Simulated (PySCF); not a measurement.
## Bond curve of NaSr

Set-up: Na def2-SVPD, Sr def2-SVPD with ECP28; scalar-relativistic core potentials (PySCF 2.14). Energies in eV from Na + Sr in their ground configurations at the same level. State: ²Σ⁺ (doublet), unpaired electrons σ ↑.

All columns are PBE0. A positive dipole means Na(−)Sr(+).

```csv
R (Å),E (eV),μ (D),Mulliken charge on Na (basis-dependent),HOMO (eV),LUMO (eV),Mayer bond order,⟨S²⟩
3.364,-0.148,-0.34,-0.05,-3.09,-1.59,0.85,0.76
3.520,-0.217,-0.35,-0.03,-3.12,-1.62,0.79,0.77
3.676,-0.255,-0.34,0.00,-3.14,-1.65,0.73,0.77
3.794,-0.268,-0.33,0.01,-3.16,-1.67,0.68,0.77
3.911,-0.271,-0.32,0.02,-3.19,-1.68,0.64,0.77
4.028,-0.267,-0.30,0.03,-3.21,-1.70,0.60,0.77
4.185,-0.254,-0.29,0.04,-3.24,-1.71,0.54,0.77
4.380,-0.230,-0.28,0.05,-3.27,-1.72,0.47,0.77
4.615,-0.196,-0.28,0.06,-3.32,-1.71,0.39,0.76
4.928,-0.151,-0.29,0.06,-3.37,-1.69,0.30,0.76
```

A fit through these points gives, at Re = 3.900 Å, μ = -0.32 D and dμ/dR = 0.108 D/Å; the reduced mass is 18.22 u.

Q: How strong is the fundamental in the double-harmonic approximation, I = 42.26·(dμ/dR)²/μred km/mol?

A: I = 42.26·(0.108)²/18.22 = 0.0271 km/mol at PBE0.

The bond is weak. Basis-set superposition, not corrected here, can be much of De in a small basis, most of all at correlated wavefunction levels. Functionals without a dispersion term scatter widely for such bonds, and LDA overbinds them. Spin–orbit coupling is left out. The state is the lowest determinant that a PBE0 search found; another state may lie lower at other levels.
